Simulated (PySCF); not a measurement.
Computed IR spectrum (relative IR intensity) of a molecule C4H12Ge. The structure is a stationary point at B3LYP-D3(BJ)/def2-SVP. The values are those of a single conformer. Computed with B3LYP-D3(BJ)/def2-SVP in PySCF. Frequencies are harmonic and unscaled.

ν (cm⁻¹): 182 (vw), 596 (m), 831 (vs), 1252 (w), 1448 (w), 3030 (m), 3127 (m) (against the strongest line: vs over 80 %, s over 45 %, m over 15 %, w over 4 %, vw less)

### Question
Pick the molecule that these values belong to.
A) CC[CH2][GeH2][CH3]
B) C[CH2][GeH2][CH2]C
C) [CH3][Ge]([CH3])([CH3])[CH3]
D) C[CH2][GeH]([CH3])[CH3]

### Answer
C, [CH3][Ge]([CH3])([CH3])[CH3]
